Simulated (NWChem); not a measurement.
System: C4H5, doublet; SMILES [CH]=CC=C

NWChem printed, in part:

```
             Northwest Computational Chemistry Package (NWChem) 7.3.0
             --------------------------------------------------------

 CS  symmetry detected

                             Geometry "geometry" -> ""
                             -------------------------

 Output coordinates in angstroms (scale by  1.889725989 to convert to a.u.)

  No.       Tag          Charge          X              Y              Z
 ---- ---------------- ---------- -------------- -------------- --------------
    1 C                    6.0000    -0.05975820     1.90963042     0.00000000
    2 C                    6.0000     0.40138937     0.69500739     0.00000000
    3 C                    6.0000    -0.40833908    -0.52860517     0.00000000
    4 C                    6.0000     0.11978718    -1.74427824     0.00000000
    5 H                    1.0000    -1.00183522     2.40739639     0.00000000
    6 H                    1.0000     1.47250574     0.51778419     0.00000000
    7 H                    1.0000    -1.47997683    -0.38518320     0.00000000
    8 H                    1.0000     1.18598721    -1.90195181     0.00000000
    9 H                    1.0000    -0.49515651    -2.62857193     0.00000000

 Effective nuclear repulsion energy (a.u.)      97.4329571488

      Symmetry information
      --------------------

 Group name             Cs
 Group number              2
 Group order               2
 No. of unique centers     9

                                Z-matrix (autoz)
                                --------

 Units are Angstrom for bonds and degrees for angles

      Type          Name      I     J     K     L     M      Value
      ----------- --------  ----- ----- ----- ----- ----- ----------
    1 Stretch                  1     2                       1.29922
    2 Stretch                  1     5                       1.06550
    3 Stretch                  2     3                       1.46727
    4 Stretch                  2     6                       1.08568
    5 Stretch                  3     4                       1.32544
    6 Stretch                  3     7                       1.08119
    7 Stretch                  4     8                       1.07780
    8 Stretch                  4     9                       1.07709
    9 Bend                     1     2     3               125.71539
   10 Bend                     1     2     6               120.18477
   11 Bend                     2     1     5               138.64059
   12 Bend                     2     3     4               123.02368
   13 Bend                     2     3     7               115.87184
   14 Bend                     3     2     6               114.09984
   15 Bend                     3     4     8               121.89377
   16 Bend                     3     4     9               121.70336
   17 Bend                     4     3     7               121.10448
   18 Bend                     8     4     9               116.40287
   19 Torsion                  1     2     3     4         180.00000
   20 Torsion                  1     2     3     7           0.00000
   21 Torsion                  2     3     4     8           0.00000
   22 Torsion                  2     3     4     9         180.00000
   23 Torsion                  3     2     1     5           0.00000
   24 Torsion                  4     3     2     6           0.00000
   25 Torsion                  5     1     2     6         180.00000
   26 Torsion                  6     2     3     7         180.00000
   27 Torsion                  7     3     4     8         180.00000
   28 Torsion                  7     3     4     9          -0.00000

[...]

      ----------------------
      Optimization converged
      ----------------------

  Step       Energy      Delta E   Gmax     Grms     Xrms     Xmax
  ---- ---------------- -------- -------- -------- -------- --------
@    5    -155.30016407 -2.0D-07  0.00002  0.00001  0.00048  0.00175
                                     ok       ok       ok       ok

                                Z-matrix (autoz)
                                --------

 Units are Angstrom for bonds and degrees for angles

      Type          Name      I     J     K     L     M      Value     Gradient
      ----------- --------  ----- ----- ----- ----- ----- ---------- ----------
    1 Stretch                  1     2                       1.32162   -0.00000
    2 Stretch                  1     5                       1.08332   -0.00000
    3 Stretch                  2     3                       1.46835   -0.00002
    4 Stretch                  2     6                       1.09346    0.00001
    5 Stretch                  3     4                       1.34033   -0.00000
    6 Stretch                  3     7                       1.08894    0.00000
    7 Stretch                  4     8                       1.08774    0.00000
    8 Stretch                  4     9                       1.08585    0.00001
    9 Bend                     1     2     3               125.17192    0.00001
   10 Bend                     1     2     6               119.08232   -0.00001
   11 Bend                     2     1     5               137.35250    0.00001
   12 Bend                     2     3     4               123.71693    0.00000
   13 Bend                     2     3     7               116.46846   -0.00000
   14 Bend                     3     2     6               115.74577   -0.00000
   15 Bend                     3     4     8               121.62893    0.00000
   16 Bend                     3     4     9               121.62632   -0.00000
   17 Bend                     4     3     7               119.81461    0.00000
   18 Bend                     8     4     9               116.74475    0.00000
   19 Torsion                  1     2     3     4         180.00000    0.00000
   20 Torsion                  1     2     3     7           0.00000    0.00000
   21 Torsion                  2     3     4     8           0.00000    0.00000
   22 Torsion                  2     3     4     9         180.00000    0.00000
   23 Torsion                  3     2     1     5           0.00000    0.00000
   24 Torsion                  4     3     2     6           0.00000    0.00000
   25 Torsion                  5     1     2     6         180.00000    0.00000
   26 Torsion                  6     2     3     7         180.00000    0.00000
   27 Torsion                  7     3     4     8         180.00000    0.00000
   28 Torsion                  7     3     4     9          -0.00000    0.00000

[...]

 Rotational Constants
 --------------------
 A=   1.475386 cm-1  (  2.122704 K)
 B=   0.155935 cm-1  (  0.224351 K)
 C=   0.141030 cm-1  (  0.202906 K)

 Temperature                      =   298.15K
 frequency scaling parameter      =   1.0000

 Zero-Point correction to Energy  =   44.981 kcal/mol  (  0.071682 au)
 Thermal correction to Energy     =   47.913 kcal/mol  (  0.076354 au)
 Thermal correction to Enthalpy   =   48.505 kcal/mol  (  0.077297 au)

 Total Entropy                    =   67.334 cal/mol-K
   - Translational                =   37.811 cal/mol-K (mol. weight =  53.0391)
   - Rotational                   =   23.413 cal/mol-K (symmetry #  =        1)
   - Vibrational                  =    6.110 cal/mol-K

 Cv (constant volume heat capacity) =   15.624 cal/mol-K
   - Translational                  =    2.979 cal/mol-K
   - Rotational                     =    2.979 cal/mol-K
   - Vibrational                    =    9.665 cal/mol-K

[normal modes left out]

 ----------------------------------------------------------------------------
 Normal Eigenvalue ||           Projected Infra Red Intensities
  Mode   [cm**-1]  || [atomic units] [(debye/angs)**2] [(KM/mol)] [arbitrary]
 ------ ---------- || -------------- ----------------- ---------- -----------
    1       -0.000 ||    0.000061           0.001         0.059       0.072
    2       -0.000 ||    0.000082           0.002         0.080       0.097
    3       -0.000 ||    0.000148           0.003         0.144       0.175
    4        0.000 ||    0.000683           0.016         0.666       0.809
    5        0.000 ||    0.000096           0.002         0.094       0.114
    6        0.000 ||    0.000001           0.000         0.001       0.002
    7      168.212 ||    0.000124           0.003         0.121       0.147
    8      292.317 ||    0.000771           0.018         0.752       0.914
    9      487.191 ||    0.001986           0.046         1.936       2.354
   10      581.406 ||    0.000065           0.001         0.063       0.077
   11      721.877 ||    0.036927           0.852        35.998      43.765
   12      860.736 ||    0.036825           0.850        35.899      43.644
   13      913.252 ||    0.004464           0.103         4.352       5.291
   14      930.085 ||    0.054842           1.265        53.463      64.998
   15      946.533 ||    0.008381           0.193         8.170       9.933
   16     1034.158 ||    0.023119           0.533        22.538      27.400
   17     1172.968 ||    0.000351           0.008         0.342       0.416
   18     1279.777 ||    0.001554           0.036         1.515       1.842
   19     1332.523 ||    0.001235           0.028         1.204       1.464
   20     1462.305 ||    0.001531           0.035         1.493       1.815
   21     1643.878 ||    0.003442           0.079         3.356       4.080
   22     1696.783 ||    0.006698           0.155         6.530       7.939
   23     3114.373 ||    0.007469           0.172         7.281       8.852
   24     3162.966 ||    0.011838           0.273        11.541      14.031
   25     3173.116 ||    0.008323           0.192         8.114       9.865
   26     3248.841 ||    0.015502           0.358        15.112      18.373
   27     3256.375 ||    0.001293           0.030         1.260       1.532
 ----------------------------------------------------------------------------
```

Level: B3LYP/6-31G* (spherical d), spin-unrestricted. In the optimisation the excess spin sits in a' (Cs, its own frame). B3LYP is NWChem's, with the RPA form of VWN correlation.

Question: Reconstruct the input file.

Answer: This is not unique; one that fits is the input that was run:
```
start job
memory heap 200 mb stack 900 mb global 1100 mb
geometry units angstroms
  C     -1.424562    -1.046177    -0.621448
  C     -0.232884    -0.546765    -0.485589
  C      0.153097     0.501770     0.465453
  C      1.388153     0.973796     0.558225
  H     -2.394241    -0.928681    -0.195775
  H      0.582485    -0.903080    -1.107611
  H     -0.637642     0.877688     1.099799
  H      2.185909     0.608482    -0.067694
  H      1.648088     1.744260     1.264589
end
basis spherical
  * library 6-31g*
end
dft
  odft
  mult 2
  xc b3lyp
  iterations 150
end
driver
  maxiter 120
end
task dft optimize
task dft freq
```
